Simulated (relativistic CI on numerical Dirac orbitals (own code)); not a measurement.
**d8 in a ligand field**

Computed with a parametric ligand-field model of a d^n configuration (Racah B and C, spin-orbit zeta, crystal field), exact diagonalisation.

Field parameters in Wybourne normalisation: Td as Oh with Dq negative (B⁴₀ = 21Dq, B⁴₄ = √(5/14) B⁴₀). The field is a parameter set, without covalency.

B = 760 cm⁻¹, C = 3890 cm⁻¹ (C/B = 5.12), Td, no spin-orbit coupling. Tanabe-Sugano data, E/B above the lowest term (Δ = |10Dq|; b, c mark the second and third term of a kind):

```tsv
Δ/B	3T1	3T2	3A2	1T2	3T1(b)	1E
1.0	0.00	0.81	1.81	15.58	15.62	16.05
1.9	0.00	1.55	3.45	15.85	16.21	16.55
2.8	0.00	2.32	5.12	16.07	16.83	16.89
3.7	0.00	3.08	6.78	16.25	17.47	17.11
4.6	0.00	3.87	8.48	16.40	18.14	17.24
5.5	0.00	4.66	10.16	16.52	18.82	17.31
6.4	0.00	5.46	11.85	16.61	19.52	17.36
7.3	0.00	6.27	13.58	16.68	20.24	17.38
8.2	0.00	7.08	15.28	16.73	20.97	17.38
9.1	0.00	7.91	17.02	16.77	21.72	17.37
10.0	0.00	8.74	18.74	16.79	22.47	17.36
10.9	0.00	9.56	20.46	16.81	23.23	17.34
11.8	0.00	10.41	22.21	16.83	24.02	17.32
12.7	0.00	11.25	23.94	16.84	24.79	17.30
13.6	0.00	12.10	25.70	16.84	25.59	17.28
14.5	0.00	12.94	27.44	16.84	26.39	17.26
15.4	0.00	13.79	29.19	16.84	27.19	17.24
16.3	0.00	14.65	30.96	16.84	28.00	17.21
17.2	0.00	15.51	32.70	16.84	28.81	17.19
18.1	0.00	16.37	34.48	16.83	29.64	17.17
19.0	0.00	17.23	36.23	16.82	30.46	17.15
19.9	0.00	18.09	37.99	16.82	31.29	17.13
20.8	0.00	18.97	39.77	16.81	32.13	17.11
21.7	0.00	19.83	41.53	16.80	32.96	17.09
```

The ground term stays 3T1.
